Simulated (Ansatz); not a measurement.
Start from `C[SiH2][NH][ZnH]` and change one atom or group to get `C[SiH2]N[SiH2]O`.

Ansatz, PBE0-D4/def2-TZVP geometries, multiplicity 1. Each molecule was computed in one conformer, which needn't be the lowest.

Scalar relativity is left out up to krypton.

| property | `C[SiH2][NH][ZnH]` |
| --- | --- |
| HOMO energy (PBE/def2-TZVPP) / eV | -5.69 |
| LUMO energy (B3LYP/def2-TZVPP) / eV | -0.71 |
| HOMO–LUMO gap (PBE/def2-TZVPP) / eV | 4.50 |
| HOMO–LUMO gap (ωB97M-V/def2-TZVPP) / eV | 10.16 |
| size of the dipole moment (PBE/def2-TZVPP) / D | 0.86 |
| size of the dipole moment (ωB97M-V/def2-TZVPP) / D | 0.98 |

Give the same properties after the change, and the shifts. (Best estimate.)

Computed: 
| property | `C[SiH2]N[SiH2]O` | shift |
| --- | --- | --- |
| HOMO energy (PBE/def2-TZVPP) / eV | -6.25 | -0.56 |
| LUMO energy (B3LYP/def2-TZVPP) / eV | 0.17 | 0.88 |
| HOMO–LUMO gap (PBE/def2-TZVPP) / eV | 5.85 | 1.35 |
| HOMO–LUMO gap (ωB97M-V/def2-TZVPP) / eV | 11.87 | 1.71 |
| size of the dipole moment (PBE/def2-TZVPP) / D | 2.28 | 1.42 |
| size of the dipole moment (ωB97M-V/def2-TZVPP) / D | 2.34 | 1.36 |

With PBE0 the HOMO falls by 0.65 eV and the LUMO rises by 0.88 eV, so the gap widens by about 1.53 eV. PBE moves the HOMO by -0.56 eV and ωB97M-V by -0.65 eV. Dipoles are sizes alone; their direction can turn.

B3LYP here is the variant with VWN-RPA as its local correlation; programs differ in this.
